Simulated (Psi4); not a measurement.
C5H11Si (SMILES [CH]=C[Si](C)(C)C), doublet, at a GFN2-xTB geometry, with bond 7-1 at 1.3 times its length; CAM-B3LYP/def2-SV(P) in Psi4.

The Psi4 input:
```
memory 2 GB

molecule {
0 2
C     0.14448645    2.33517149   -1.12412862
C     0.65102697    1.50523725   -0.28117228
Si   -0.00433906   -0.27160853    0.14065850
C    -0.40943509   -0.31259644    2.00530085
C    -1.55808201   -0.65114497   -0.89294607
C     1.38929570   -1.51328348   -0.25771238
H    -0.94691019    2.31973331   -1.98342202
H     1.53767091    1.76376229    0.28640111
H    -0.77728748   -1.28958076    2.30547255
H    -1.17047554    0.41857297    2.26060601
H     0.46872598   -0.09488517    2.60575706
H    -2.34937526    0.06347837   -0.68864491
H    -1.34202296   -0.60894847   -1.95601165
H    -1.94597047   -1.64215993   -0.67545202
H     2.28238812   -1.30553916    0.32395847
H     1.08309078   -2.53141865   -0.03510036
H     1.66530009   -1.47436124   -1.30713062
}

set {
  basis def2-sv(p)
  reference uks
  level_shift 0.3
}

energy('cam-b3lyp')
print_variables()
```

Problem. Write the output that Psi4 gives for this input, abridged.

Solution. 
```
   => Loading Basis Set <=

    Name: DEF2-SV(P)
    Role: ORBITAL
    Keyword: BASIS

         ---------------------------------------------------------
                                   SCF
               by Justin Turney, Rob Parrish, Andy Simmonett
                          and Daniel G. A. Smith
                              UKS Reference
         ---------------------------------------------------------

  ==> Geometry <==

    Molecular point group: c1
    Full point group: C1

    Geometry (in Angstrom), charge = 0, multiplicity = 2:

       Center              X                  Y                   Z               Mass
    ------------   -----------------  -----------------  -----------------  -----------------
         C            0.134598325638     2.291298362697    -1.108710318513    12.000000000000
         C            0.641138845638     1.461364122697    -0.265753978513    12.000000000000
         SI          -0.014227184362    -0.315481657303     0.156076801487    27.976926534650
         C           -0.419323214362    -0.356469567303     2.020719151487    12.000000000000
         C           -1.567970134362    -0.695018097303    -0.877527768513    12.000000000000
         C            1.379407575638    -1.557156607303    -0.242294078513    12.000000000000
         H           -0.956798314362     2.275860182697    -1.968003718513     1.007825032230
         H            1.527782785638     1.719889162697     0.301819411487     1.007825032230
         H           -0.787175604362    -1.333453887303     2.320890851487     1.007825032230
         H           -1.180363664362     0.374699842697     2.276024311487     1.007825032230
         H            0.458837855638    -0.138758297303     2.621175361487     1.007825032230
         H           -2.359263384362     0.019605242697    -0.673226608513     1.007825032230
         H           -1.351911084362    -0.652821597303    -1.940593348513     1.007825032230
         H           -1.955858594362    -1.686033057303    -0.660033718513     1.007825032230
         H            2.272499995638    -1.349412287303     0.339376771487     1.007825032230
         H            1.073202655638    -2.575291777303    -0.019682058513     1.007825032230
         H            1.655411965638    -1.518234367303    -1.291712318513     1.007825032230

  Running in c1 symmetry.

  Rotational constants: A =      0.09930  B =      0.06634  C =      0.06533 [cm^-1]
[...]
      Ntotal   =   54.9999721561 ; deviation = -2.784e-05

   @Spin Contamination Metric:   9.638290959E-03
   @S^2 Expected:                7.500000000E-01
   @S^2 Observed:                7.596382910E-01
   @S   Expected:                5.000000000E-01
   @S   Observed:                5.000000000E-01

    Orbital Energies [Eh]
    ---------------------

    Alpha Occupied:

[...]
      28A     -0.269424

    Alpha Virtual:

[...]
     110A      2.849738

    Beta Occupied:

[...]
    Beta Virtual:

[...]
    Final Occupation by Irrep:
              A
    DOCC [    27 ]
    SOCC [     1 ]
    NA   [    28 ]
    NB   [    27 ]

  @DF-UKS Final Energy:  -486.15734531707983

   => Energetics <=

    Nuclear Repulsion Energy =            284.8709242620452642
    One-Electron Energy =               -1229.8495871004320179
    Two-Electron Energy =                 496.9109849427114796
    DFT Exchange-Correlation Energy =     -38.0896674214045277
    Empirical Dispersion Energy =           0.0000000000000000
    VV10 Nonlocal Energy =                  0.0000000000000000
    Total Energy =                       -486.1573453170798302

  UHF NO Occupations:
  HONO-2 :   26  A 1.9990977
  HONO-1 :   27  A 1.9964187
  HONO-0 :   28  A 1.0000000
  LUNO+0 :   29  A 0.0035813
  LUNO+1 :   30  A 0.0009023
  LUNO+2 :   31  A 0.0001711
  LUNO+3 :   32  A 0.0000920

Computation Completed

Properties will be evaluated at   0.000000,   0.000000,   0.000000 [a0]

Properties computed using the SCF density matrix

 Multipole Moments:

 ------------------------------------------------------------------------------------
     Multipole            Electronic (a.u.)      Nuclear  (a.u.)        Total (a.u.)
 ------------------------------------------------------------------------------------

 L = 1.  Multiply by 2.5417464519 to convert [e a0] to [Debye]
 Dipole X            :          1.3731007           -1.5036694           -0.1305687
 Dipole Y            :          4.0291772           -4.5666834           -0.5375062
 Dipole Z            :         -1.0463670            1.2277706            0.1814036
 Magnitude           :                                                    0.5821240

 ------------------------------------------------------------------------------------

  Variable Map:
  ----------------------------------------------------------------------------
[...]
  Array Variable Map:
  ----------------------------------------------------------------------------
[...]
[...]
```
